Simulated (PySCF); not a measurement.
hypoboric acid (B₂H₄O₄), SMILES B(B(O)O)(O)O.

Geometry: B3LYP-D3(BJ)/def2-SVP. The values are those of a single conformer.

Level of theory: TDA-PBE/def2-SVPD run with PySCF.

Vertical excitations. The molecule is in vacuum. State labels are in the subgroup Cs.

Computed lowest excited states:
```json
[
 {"state": "S1", "symmetry": "A'", "energy (eV)": "6.11", "λ (nm)": "203", "f": "0.105", "main pairs": "HOMO→LUMO+1 98 %"},
 {"state": "S2", "symmetry": "A\"", "energy (eV)": "6.28", "λ (nm)": "197", "f": "0.022", "main pairs": "HOMO→LUMO 96 %"},
 {"state": "S3", "symmetry": "A\"", "energy (eV)": "6.41", "λ (nm)": "193", "f": "0.000", "main pairs": "HOMO−1→LUMO+1 100 %"},
 {"state": "S4", "symmetry": "A'", "energy (eV)": "6.75", "λ (nm)": "184", "f": "0.029", "main pairs": "HOMO−1→LUMO 87 %"},
 {"state": "S5", "symmetry": "A'", "energy (eV)": "6.97", "λ (nm)": "178", "f": "0.085", "main pairs": "HOMO→LUMO+2 94 %"},
 {"state": "S6", "symmetry": "A\"", "energy (eV)": "6.99", "λ (nm)": "177", "f": "0.000", "main pairs": "HOMO−2→LUMO+1 95 %"},
 {"state": "S7", "symmetry": "A\"", "energy (eV)": "7.00", "λ (nm)": "177", "f": "0.001", "main pairs": "HOMO−3→LUMO 95 %"},
 {"state": "S8", "symmetry": "A'", "energy (eV)": "7.18", "λ (nm)": "173", "f": "0.005", "main pairs": "HOMO−2→LUMO 54 %, HOMO−3→LUMO+1 37 %"},
 {"state": "S9", "symmetry": "A\"", "energy (eV)": "7.33", "λ (nm)": "169", "f": "0.001", "main pairs": "HOMO−4→LUMO 92 %"},
 {"state": "S10", "symmetry": "A\"", "energy (eV)": "7.37", "λ (nm)": "168", "f": "0.000", "main pairs": "HOMO−1→LUMO+2 92 %"},
 {"state": "T1", "symmetry": "A\"", "energy (eV)": "4.96", "λ (nm)": "250", "f": "0", "main pairs": "HOMO→LUMO 99 %"},
 {"state": "T2", "symmetry": "A'", "energy (eV)": "5.81", "λ (nm)": "213", "f": "0", "main pairs": "HOMO−1→LUMO 97 %"},
 {"state": "T3", "symmetry": "A'", "energy (eV)": "5.83", "λ (nm)": "213", "f": "0", "main pairs": "HOMO→LUMO+1 97 %"},
 {"state": "T4", "symmetry": "A'", "energy (eV)": "6.31", "λ (nm)": "197", "f": "0", "main pairs": "HOMO−2→LUMO 99 %"}
]
```
Triplets are in the Tamm–Dancoff approximation.
